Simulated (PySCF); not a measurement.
## Calculated NMR parameters of CCNc1ccccc1

```
Formula                               : C8H11N
SMILES                                : CCNc1ccccc1
InChI                                 : InChI=1S/C8H11N/c1-2-9-8-6-4-3-5-7-8/h3-7,9H,2H2,1H3
Point group of the computed structure : C1
Degrees of unsaturation               : 4
Carbon signals                        : 6
Proton signals                        : 6
```

Bonds (- single, = double, # triple, : aromatic): C1-C2, C2-N3, N3-C4, C4:C5, C5:C6, C6:C7, C7:C8, C8:C9, C9:C4. C1 carries H10, H11, H12; C2 carries H13, H14; N3 carries H15; C5 carries H16; C6 carries H17; C7 carries H18; C8 carries H19; C9 carries H20.

[PySCF: geometry: PBE0-D3(BJ)/def2-SVP; GIAO HF/pcSseg-1 shieldings; one conformer; equivalent nuclei averaged; no relativistic terms; in vacuum]

Referencing at the same level of theory: TMS for 1H (σ = 31.69 ppm), 13C (σ = 190.85 ppm); NH3 for 15N (σ = 265.72 ppm).

| carbon | δC, type | δH (multiplicity) | HMBC from (2–3 bonds) | span of the C tensor (ppm) |
| --- | --- | --- | --- | --- |
| C1 | 16.6, CH3 | 1.38 (t) | H13/H14 | 30 |
| C2 | 34.8, CH2 | 2.66 (q) | H10/H11/H12 | 31 |
| C4 | 158.5, C | – | H17/H19, H16/H20, H13/H14 | 232 |
| C5/C9 | 115.0, CH | 6.55 (d) | H17/H19, H18, H16/H20 | 197 |
| C6/C8 | 140.9, CH | 7.49 (m) | H17/H19, H18, H16/H20 | 257 |
| C7 | 120.8, CH | 6.74 (t) | H17/H19, H16/H20 | 225 |

Other nuclei:
```tsv
atoms	nucleus	environment	δ (ppm)	σ (ppm)
H15	1H	hydrogen on an aniline-type nitrogen	2.45	29.23
N3	15N	aniline-type nitrogen	69.5	196.2
```

1. Carbon types of the structure: 1 × C, 5 × CH, 1 × CH2, 1 × CH3, leaving 1 H on heteroatoms.
2. δC 158.5: aromatic carbon bearing nitrogen; the electronegative substituent deshields the carbon that carries it.
3. δC 140.9, 120.8, 115.0: aromatic CH.
4. δC 34.8: sp3 CH2 bonded to N; the inductive effect lowers its shielding.
5. δC 16.6: methyl carbon; aliphatic region, no heteroatom directly attached.
6. δH 7.49, 6.74, 6.55: hydrogen on an aromatic CH.

The OH or NH signal is concentration- and solvent-dependent in practice; the value given is the gas-phase one. Shifts are as computed. Against solution values, carbons near 30 ppm lie about -0 ppm off and those near 130 ppm about +7 ppm. Of 1211 compounds with measured shifts, 218 miss one by over three times the rms of a fit or turn the order of signals round; such compounds aren't used in these exercises. Experimental scales use liquid or dissolved standards, which lie at an offset from isolated NH3 (liquid NH3: subtract about 20 ppm). No couplings were computed; multiplicities are counted from neighbouring protons, with m where these are inequivalent, close in shift, in a saturated or five-membered ring or joined by F or P, and br s for small geminal =CH2 splittings.
